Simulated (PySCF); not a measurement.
## Se²⁺: excitation energy

Se²⁺ [Ar] 3d10 4s2 4p2 (3P) → Se²⁺ [Ar] 3d10 4s1 4p2 4d1 (high-spin determinant), as a difference of total energies. All numbers are calculated (PySCF 2.14, scalar relativity through the core potential, in aug-cc-pVDZ-PP with ECP10MDF (5s4p3d, 32 functions)). The calculations carry no spin-orbit coupling.

| method | excitation energy (eV) |
| --- | --- |
| r2SCAN | 24.475 |
| M06-2X | 24.806 |

The promoted electron is Rydberg-like, and one or two diffuse shells describe it only roughly, which tends to raise the upper state.

The determinant of the upper state mixes LS terms, which raises its energy above the lowest term, most at the Hartree-Fock and MP2 levels.
